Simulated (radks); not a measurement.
The oxygen anion O-, [He] 2s2 2p5, held by a Watson sphere: a shell of charge +1.48 at radius R that stands for the Madelung well of a crystal (potential energy -1.48/R inside, -1.48/r outside, in hartree with lengths in bohr). Method: non-relativistic Kohn-Sham, r2SCAN, spin-polarised, spherical densities, point nucleus; open shells are filled with parallel spins first; meta-GGA in the generalised Kohn-Sham scheme; computed with a radial shooting solver on a logarithmic mesh with Libxc functionals.

[
 {"R (bohr)": "1.63", "e(2s down) (eV)": "-30.479", "e(2p up) (eV)": "-16.279", "e(2p down) (eV)": "-14.469", "<r> 2p (bohr)": "1.315", "sum of <r^2> (bohr^2)": "14.05", "X-ray form factor at sin(theta)/lambda = 0.1 1/angstrom": "8.060"},
 {"R (bohr)": "1.75", "e(2s down) (eV)": "-29.784", "e(2p up) (eV)": "-15.685", "e(2p down) (eV)": "-13.897", "<r> 2p (bohr)": "1.336", "sum of <r^2> (bohr^2)": "14.47", "X-ray form factor at sin(theta)/lambda = 0.1 1/angstrom": "8.036"},
 {"R (bohr)": "1.88", "e(2s down) (eV)": "-29.070", "e(2p up) (eV)": "-15.067", "e(2p down) (eV)": "-13.297", "<r> 2p (bohr)": "1.359", "sum of <r^2> (bohr^2)": "14.90", "X-ray form factor at sin(theta)/lambda = 0.1 1/angstrom": "8.011"},
 {"R (bohr)": "2.3", "e(2s down) (eV)": "-27.046", "e(2p up) (eV)": "-13.262", "e(2p down) (eV)": "-11.528", "<r> 2p (bohr)": "1.422", "sum of <r^2> (bohr^2)": "16.12", "X-ray form factor at sin(theta)/lambda = 0.1 1/angstrom": "7.946"},
 {"R (bohr)": "2.35", "e(2s down) (eV)": "-26.833", "e(2p up) (eV)": "-13.067", "e(2p down) (eV)": "-11.335", "<r> 2p (bohr)": "1.429", "sum of <r^2> (bohr^2)": "16.25", "X-ray form factor at sin(theta)/lambda = 0.1 1/angstrom": "7.939"},
 {"R (bohr)": "3.04", "e(2s down) (eV)": "-24.371", "e(2p up) (eV)": "-10.762", "e(2p down) (eV)": "-9.039", "<r> 2p (bohr)": "1.510", "sum of <r^2> (bohr^2)": "17.77", "X-ray form factor at sin(theta)/lambda = 0.1 1/angstrom": "7.867"},
 {"R (bohr)": "3.7", "e(2s down) (eV)": "-22.660", "e(2p up) (eV)": "-9.120", "e(2p down) (eV)": "-7.380", "<r> 2p (bohr)": "1.570", "sum of <r^2> (bohr^2)": "18.87", "X-ray form factor at sin(theta)/lambda = 0.1 1/angstrom": "7.823"},
 {"R (bohr)": "3.97", "e(2s down) (eV)": "-22.090", "e(2p up) (eV)": "-8.569", "e(2p down) (eV)": "-6.820", "<r> 2p (bohr)": "1.591", "sum of <r^2> (bohr^2)": "19.25", "X-ray form factor at sin(theta)/lambda = 0.1 1/angstrom": "7.809"}
]
